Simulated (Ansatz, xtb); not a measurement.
C4H5ClOS: which of two isomers lies lower

Structure a: `C=C(Cl)/C(O)=C/S`, a singlet. Structure b: `C=C(Cl)C(=O)CS`, a singlet. Both are isolated molecules in the gas phase, relaxed with PBE-D3(BJ)/def2-SVP; the shapes shown needn't be the lowest conformers.

a (Å):

```csv
atom,x (Å),y (Å),z (Å)
C,-3.0946,0.3212,0.5090
C,-2.3328,0.4079,-0.6012
C,-0.9190,-0.0155,-0.6440
C,-0.1263,0.0694,-1.7571
Cl,-3.0004,1.0502,-2.0851
O,-0.4706,-0.4972,0.5329
S,1.5212,-0.5895,-1.6744
H,-4.1429,0.6480,0.5084
H,-2.6525,-0.0859,1.4284
H,0.4755,-0.7487,0.3576
H,-0.5169,0.4579,-2.7053
H,2.2091,0.5814,-1.4896
```

b (Å):

```yaml
atoms:
  - { symbol: C, position_ang: [-1.8076, -0.5178, -0.2886] }
  - { symbol: C, position_ang: [-0.4864, -0.3016, -0.4414] }
  - { symbol: C, position_ang: [0.0203, 0.9994, -1.0269] }
  - { symbol: C, position_ang: [1.5048, 1.1465, -1.3039] }
  - { symbol: Cl, position_ang: [0.6898, -1.4943, 0.0665] }
  - { symbol: O, position_ang: [-0.7719, 1.8863, -1.3166] }
  - { symbol: S, position_ang: [1.8725, 0.2144, -2.8463] }
  - { symbol: H, position_ang: [-2.1995, -1.4456, 0.1492] }
  - { symbol: H, position_ang: [-2.4962, 0.2742, -0.6187] }
  - { symbol: H, position_ang: [2.1317, 0.6770, -0.5229] }
  - { symbol: H, position_ang: [1.7566, 2.2174, -1.4129] }
  - { symbol: H, position_ang: [1.1039, 1.0059, -3.6476] }
```

Q: Which of the two would you expect CCSD(T)/def2-SVP + ΔMP2/def2-TZVPP electronic energies to favour?

A: Structure b; the calculation gives E(b) − E(a) = −4.5 kcal/mol.

How the difference moves with the method:

```json
{"level": "PBE-D3(BJ)/def2-SVP", "geometry": "PBE-D3(BJ)/def2-SVP", "E(b) − E(a) (kcal/mol)": "−3.7", "departure from the last row (kcal/mol)": "+0.8", "job, with rough time for the two": "optimisation, 1.8 min"}
{"level": "HF/def2-SVP", "geometry": "PBE-D3(BJ)/def2-SVP", "E(b) − E(a) (kcal/mol)": "−8.8", "departure from the last row (kcal/mol)": "−4.3", "job, with rough time for the two": "part of the CCSD(T) run"}
{"level": "MP2/def2-SVP", "geometry": "PBE-D3(BJ)/def2-SVP", "E(b) − E(a) (kcal/mol)": "−7.1", "departure from the last row (kcal/mol)": "−2.6", "job, with rough time for the two": "part of the CCSD(T) run"}
{"level": "CCSD(T)/def2-SVP", "geometry": "PBE-D3(BJ)/def2-SVP", "E(b) − E(a) (kcal/mol)": "−7.6", "departure from the last row (kcal/mol)": "−3.2", "job, with rough time for the two": "single point"}
{"level": "CCSD(T)/def2-SVP + ΔMP2/def2-TZVPP", "geometry": "PBE-D3(BJ)/def2-SVP", "E(b) − E(a) (kcal/mol)": "−4.5", "departure from the last row (kcal/mol)": "", "job, with rough time for the two": "single point, 3.1 min"}
```

As drawn, b has 1 C–C, 1 C=O, 1 C–H in place of 1 C=C, 1 C–O, 1 O–H.

None of the levels shown reverses the order. The largest departure from CCSD(T)/def2-SVP + ΔMP2/def2-TZVPP is that of HF/def2-SVP, 4.3 kcal/mol. No reliable frequencies are at hand for a, so it isn't confirmed as a minimum. Levels run at GFN2-xTB geometries aren't shown. The last row adds to CCSD(T) the change of the MP2 difference between the two basis sets, here +3.2 kcal/mol, a large step that makes the value less sure.

The correlated steps freeze 15 core orbitals. Programs: Ansatz 0.2.0, xtb 6.7.1; the last row on 2 threads of Intel(R) Xeon(R) Processor @ 2.50GHz (Skylake/Cascade Lake) on a shared host.
